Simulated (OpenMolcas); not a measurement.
## Pr4+: moving the ligands

Pr4+ with 8 ligands (fluoride) in square antiprismatic coordination (D4d) at 2.27 Å, a polar angle of 58.4° against the regular 57.3°. A charge of +0.5 e stands 2.4 Å behind each ligand. Ligand basis ANO-RCC-VDZP.

| Property | Result |
| --- | --- |
| Program | OpenMolcas 26.06 |
| Method | SS-CASPT2, IPEA 0.25 Eh, imaginary shift 0.1 Eh (closed shells correlated: 5s 5p and the ligand valence shells) |
| Basis | ANO-RCC-VDZP [7s6p4d2f1g] |
| Scalar Hamiltonian | DKH2, point nucleus |
| Active space | 1 electron in 7 orbitals (4f) |
| State averaging | 2S+1 = 2 odd, 7 roots |
| Spin-orbit coupling | state interaction with AMFI integrals over the reference wave functions |

Runs around this geometry, states. Energies in cm-1 above the lowest state or level, χT in cm3 K/mol.

| R (Å) | Ground state | First state of that spin | First gap with spin-orbit (degeneracies) | Width of lowest J | χT at 300 K |
| --- | --- | --- | --- | --- | --- |
| 2.15 | 2S+1 = 2 | 740 | 630 (2, 2) | 686 | 0.583 |
| 2.27 | 2S+1 = 2 | 490 | 620 (2, 2) | 617 | 0.624 |
| 2.34 | 2S+1 = 2 | 400 | 580 (2, 2) | 597 | 0.643 |

Taking the width of the lowest J multiplet as R^-n, n = -ln(597 / 686) / ln(2.34 / 2.15) = 1.6 between the shortest and longest distance.

Over all roots computed the reference weight is 0.66 in R = 2.15, 0.66 in R = 2.27, 0.66 in R = 2.34; a low but even weight reflects the number of correlated electrons. Splittings of an f shell from a small cluster at a set distance can be off by tens of per cent, mostly too small. No measured value stands beside these numbers; the geometry is a model, was not optimised and need not be the one that this ion takes.

A state without a sure symmetry label is named by its multiplicity alone.
